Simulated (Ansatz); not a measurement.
Stretching the O3–H4 bond in H2OPb (SMILES [OH][PbH]) (multiplicity 1 held, fragments rigid). Energies count from the point at 0.964 Å.
Geometry at that point (charge 0, multiplicity 1):
```xyz
4

Pb    -0.120    -0.102     0.141
H     -1.486     0.021    -1.143
O      1.299     0.894    -1.058
H      0.945     1.158    -1.914
```

Signs of static correlation in def2-TZVPP, with CASSCF(4,3), from Ansatz (an electronic-structure program) runs.

| R (Å) | T1 of restricted CCSD | ⟨S²⟩ of UHF | largest double amplitude of restricted CCSD | weight of the CASSCF reference in MRCISD | CASSCF natural occupations |
|---|---|---|---|---|---|
| 0.771 | 0.019 | 0.000 | 0.048 | 0.913 | 2.00 1.99 0.01 |
| 0.867 | 0.019 | 0.000 | 0.047 | 0.912 | 2.00 1.99 0.01 |
| 0.964 | 0.020 | 0.000 | 0.046 | 0.910 | 2.00 1.98 0.02 |
| 1.060 | 0.021 | 0.000 | 0.046 | 0.909 | 2.00 1.97 0.03 |
| 1.156 | 0.023 | 0.000 | 0.045 | 0.908 | 2.00 1.96 0.05 |
| 1.301 | 0.025 | 0.000 | 0.049 | 0.907 | 2.00 1.92 0.08 |
| 1.445 | 0.027 | (withheld) | (withheld) | 0.907 | 2.00 1.88 0.13 |
| 1.686 | 0.032 | 0.764 | 0.078 | 0.907 | 2.00 1.76 0.25 |
| 1.927 | 0.038 | 0.913 | 0.185 | 0.907 | 2.00 1.60 0.40 |
| 2.216 | 0.048 | 0.981 | 0.256 | 0.907 | 2.00 1.41 0.59 |
| 2.602 | 0.064 | 1.010 | 0.471 | 0.908 | 2.00 1.22 0.78 |
| 3.084 | 0.081 | 1.018 | 0.646 | 0.908 | 2.00 1.10 0.90 |

**Question.** Fill in the missing entries.

**Answer.** 
- 1.445, ⟨S²⟩ of UHF: 0.371
- 1.445, largest double amplitude of restricted CCSD: 0.066

Doubts at one or more of the structures used: active orbitals that take no part (SC-NEVPT2 on CASSCF(4,3)/def2-TZVPP); a restricted determinant that unrestricted orbitals would lower (R-CCSD(T)/def2-TZVPP); other coupled-cluster roots lie near (R-CCSD(T)/def2-TZVPP); T1 above 0.05 (R-CCSD(T)/def2-TZVPP, U-CCSD(T)/def2-TZVPP); a spin-contaminated determinant (U-CCSD(T)/def2-TZVPP).
